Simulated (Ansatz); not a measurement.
Gas-phase electronic energies from Ansatz, PBE0-D4/def2-TZVP geometries. CCSD(T)/CBS adds triple-zeta CCSD(T) − MP2 to the extrapolated MP2 energy (def2 sets, frozen cores). DFT in def2-TZVPP. Each species was taken in one conformer, which may not be the lowest.

Reaction (ligand exchange at the Si–S bond): `C=C[SiH](O)S[SiH2]O` + `C[SiH](O)O` → `C=C[Si@@H](O)O[Si@@H](C)O` + `O[SiH2]S`

| level | ΔE (kJ/mol) | difference from CCSD(T)/CBS |
| --- | --- | --- |
| PBE-D4 | -37.4 | 15.5 |
| PBE0-D4 | -43.6 | 9.3 |
| ωB97X-V | -55.0 | -2.1 |
| PBE | -40.3 | 12.6 |
| r2SCAN | -51.1 | 1.8 |
| PBE0 | -46.0 | 6.9 |
| HF/def2-TZVPP | -81.8 | -28.9 |
| MP2/def2-TZVPP | -50.0 | 2.9 |
| SCS-MP2/def2-TZVPP | -58.0 | -5.1 |
| CCSD/def2-TZVPP | -62.0 | -9.1 |
| CCSD(T)/def2-TZVPP | -56.7 | -3.8 |
| HF/def2-QZVPP | -83.9 | -31.0 |
| MP2/def2-QZVPP | -48.6 | 4.3 |
| SCS-MP2/def2-QZVPP | -56.6 | -3.7 |
| MP2/CBS(def2) | -46.2 | 6.7 |
| CCSD/CBS(def2) | -58.2 | -5.3 |
| CCSD(T)/CBS | -52.9 | 0 |

Largest T1 diagnostic among the species: 0.012.

The D4 term adds +5.3 kJ/mol with B3LYP and +2.4 kJ/mol with PBE0; it sums over pairs of atoms, weighted by their polarisabilities, and B3LYP, whose exchange is more repulsive, gets the larger term. In def2-TZVPP, CCSD(T) changes the Hartree–Fock value by +25.1 kJ/mol (the triples alone add +5.3 kJ/mol) and MP2 by +31.8 kJ/mol.

B3LYP here is the variant with VWN-RPA as its local correlation; programs differ in this.
